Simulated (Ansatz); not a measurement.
Program: Ansatz. Geometries: PBE0-D4/def2-TZVP. ΔE: electronic, gas phase. CBS: MP2 limit from def2 TZ/QZ plus the TZ coupled-cluster correction, frozen cores. This one scheme is used for every species. Functionals use def2-TZVPP. For Br outer-core shells are correlated without core-valence functions, which leaves a few kJ/mol of doubt a bond. Scalar relativity is left out up to krypton. Each species was taken in one conformer, which may not be the lowest.

Consider the formal exchange of groups at the Si–N bond: `C=N[SiH](O)Br` + CH₄ → `C[SiH](O)Br` + `C=N`.

`C=N[SiH](O)Br`:

```xyz
9

C    -0.240   -0.417   -1.721
N    -0.014    0.399   -0.792
Si    0.199   -0.031    0.869
O    -0.756    0.894    1.803
Br    2.346    0.314    1.301
H    -0.376   -0.061   -2.748
H    -0.315   -1.507   -1.586
H    -0.126   -1.436    1.197
H    -0.717    1.845    1.678
```

CH₄:

Z-matrix (Å, degrees):
```
C
H 1 1.090
H 1 1.090 2 109.5
H 1 1.090 2 109.5 3 -120.0
H 1 1.090 2 109.5 3 120.0
```

`C[SiH](O)Br`:

```xyz
9

C    -0.772    0.304    0.868
Si    0.323   -0.528   -0.374
O     1.777    0.202   -0.552
Br   -0.759   -0.534   -2.330
H    -1.712   -0.243    0.973
H    -0.276    0.336    1.841
H    -1.008    1.326    0.563
H     0.623   -1.931   -0.024
H     1.806    1.066   -0.966
```

`C=N`:

```xyz
5

C    -0.308    0.217   -0.102
N     0.258   -0.667    0.597
H     0.175    0.787   -0.903
H    -1.358    0.447    0.090
H     1.233   -0.784    0.318
```

| level | ΔE (kJ/mol) |
| --- | --- |
| ωB97X-V | 46.6 |
| PBE | 43.8 |
| SCS-MP2/def2-TZVPP | 50.8 |
| HF/def2-QZVPP | 54.4 |

Task: What does CCSD(T)/CBS give? (Estimate.)

Result: Ansatz gave: +47.3 kJ/mol. The listed levels differ from it by -0.7, -3.5, 3.5, 7.1 kJ/mol.

Largest T1 diagnostic among the species: 0.012.
